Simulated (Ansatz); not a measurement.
A nudged elastic band was laid between two geometries of AlH5O2Si + H2 (11 atoms, charge 0, multiplicity 1).

All numbers below come from Ansatz, RKS BHLYP-D4/def2-SVP.

```
movable images  : 7
climbing image  : from the first iteration
spring          : 5.0 eV/Å²
optimiser       : fire
start path      : through a guess of the saddle point
force threshold : 0.05 eV/Å
iteration limit : 60
end points      : relaxed
```

Initial state:

```xyz
11
Properties=species:S:1:pos:R:3
Al -0.723 -0.088 -0.225
Si 1.407 -1.232 0.013
O -1.161 0.401 -1.780
O -1.830 0.180 1.027
H 0.417 2.257 0.123
H 0.007 2.171 0.750
H 2.483 -0.504 -0.710
H 1.819 -1.329 1.440
H 1.358 -2.616 -0.527
H -1.968 0.821 -2.054
H -1.808 -0.061 1.945
```

Final state:

```xyz
11
Properties=species:S:1:pos:R:3
Al -1.143 0.909 0.097
Si 1.567 -0.889 -0.049
O -0.910 0.112 -1.388
O -2.086 0.067 1.217
H 0.779 0.089 0.762
H -0.723 2.404 0.306
H 2.049 -0.215 -1.270
H 2.725 -1.254 0.800
H 0.750 -2.078 -0.334
H -0.624 0.491 -2.210
H -2.384 0.363 2.068
```

(1) Which bonds break or form, and what moves?

(2) Give the energies along the band, and the barrier.

Answers

(1) Bonds broken: Al1–Si2, H5–H6. Bonds formed: Al1–H6, Si2–H5. AlH5O2Si + H2 becomes AlH3O2 + H4Si.

(2) It did not converge within its limit. The highest image is number 5 of 0 to 8, 1.78 eV above the first end and 2.10 eV above the last; the last end lies 0.33 eV below the first. The band didn't meet its force threshold, so its energies are provisional: the largest band force was still 0.16 eV/Å, and over the last iterations the top stayed at 1.78 eV. The orbitals stay closed-shell, which can raise the energy where a bond breaks towards radicals; this wasn't checked here.

```tsv
image	path coordinate (Å)	energy (eV)	Al1–Si2 (Å)	H5–H6 (Å)	Al1–H6 (Å)
0	0.00	0.00	2.43	0.75	2.57
1	0.52	0.02	2.42	0.75	2.42
2	1.04	0.11	2.42	0.75	2.41
3	1.55	0.31	2.44	0.75	2.33
4	2.07	0.82	2.50	0.79	2.05
5	2.60	1.78	2.72	1.08	1.74
6	3.56	0.00	3.27	2.07	1.57
7	4.51	-0.24	3.29	2.47	1.57
8	5.47	-0.33	3.26	2.80	1.57
```

Run time: 22 min on 2 threads of Arm Neoverse N1, with other jobs on the host, peak memory 0.22 GiB.
